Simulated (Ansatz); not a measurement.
Mulliken charges of C₂H₅BOSi (`BC1=C[SiH2]O1`) from PBE/def2-TZVPP in Ansatz (PBE0-D4/def2-TZVP geometry).

| atom | x (Å) | y (Å) | z (Å) | charge (e) |
| --- | --- | --- | --- | --- |
| B1 | -1.059 | -0.360 | -1.654 | -0.078 |
| C2 | -0.210 | -0.036 | -0.408 | 0.210 |
| C3 | -0.147 | -0.682 | 0.785 | -0.276 |
| Si4 | 1.080 | 0.621 | 1.218 | 0.438 |
| O5 | 0.668 | 1.061 | -0.367 | -0.332 |
| H6 | -1.000 | 0.315 | -2.635 | 0.031 |
| H7 | -1.777 | -1.312 | -1.599 | 0.022 |
| H8 | -0.696 | -1.561 | 1.078 | 0.108 |
| H9 | 2.508 | 0.250 | 1.365 | -0.062 |
| H10 | 0.717 | 1.652 | 2.219 | -0.062 |

Task: By hand: the dipole of these point charges (1 e Å = 4.8032 D).

Result: Σ q r = (-0.015, -0.177, 0.259) e Å, of length 0.314 e Å = 1.51 D.

Task: How does the dipole of the full density compare? (Best estimate.)

Result: Ansatz gave: (0.043, -0.149, 0.333) e Å, 1.76 D; the point charges give 0.86 times that, at 14° from its direction.

Point charges leave out the atoms' own dipoles, such as those of lone pairs, and Mulliken's split depends on the basis, so the close match here is no proof of good charges.
